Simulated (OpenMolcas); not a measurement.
Ag3+ with 6 ligands (fluoride) in tetragonal octahedral coordination (D4h) at 2.06 Å, the axial distance 1.957 Å. A charge of +0.5 e stands 2.6 Å behind each ligand. Ligand basis ANO-RCC-VDZP.

```json
{
 "Program": "OpenMolcas",
 "Method": "CASSCF",
 "Basis": "ANO-RCC-VDZP [6s5p3d1f]",
 "Scalar Hamiltonian": "DKH2, point nucleus",
 "Active space": "8 electrons in 5 orbitals (4d)",
 "State averaging": "2S+1 = 3 even, 10 roots; 2S+1 = 1 even, 15 roots",
 "Spin-orbit coupling": "state interaction with AMFI integrals over the reference wave functions"
}
```

What is the spin-free ground state?

A state of multiplicity 3, 1-fold in its orbital part; it has the highest spin that d8 allows.

Where is the first state of the same spin?

A 1-fold state lies at 15900 cm-1 above the ground state.

What are the lowest two levels with spin-orbit coupling?

A 2-fold level with g = 0.00, 0.00, 4.57, then a 1-fold level 13.8 cm-1 above it. Their leading multiplicities are 3 (100 %) and 3 (100 %).

What is χT at 300 K, and how does it compare with the textbook value?

The lowest level has 2S+1 = 3, for which the spin-only value is χT = S(S+1) / 2 = 1.000 cm3 K/mol (g = 2). The computed 1.288 at 300 K differs by +0.288, through orbital momentum, spin-orbit coupling and any other state in reach.

Without dynamic correlation the repulsion within the d shell is too large (B by tens of per cent), so at a given field states of lower spin stand too high. Real 4d8 and 5d8 ions are as a rule square planar and diamagnetic. This shell can be high or low spin here, a state of another spin lies low, and with metal d orbitals alone active their balance is uncertain, so the ground spin may be wrong. The least metal-like active orbital is 74 % on the metal (Löwdin) and no ligand orbital is active, so the numbers are rough. With metal d orbitals alone the field can be off either way by tens of per cent. Ligand-to-metal charge-transfer states are missing. With no ligand orbital active B as a rule stays too high, so bands that hang on it stand too high and its fall with covalency is understated. No measured value stands beside these numbers; the geometry was imposed, not optimised, and the real ion may take another.

With an even number of electrons the g values are those of a degenerate or nearly degenerate non-Kramers pair.
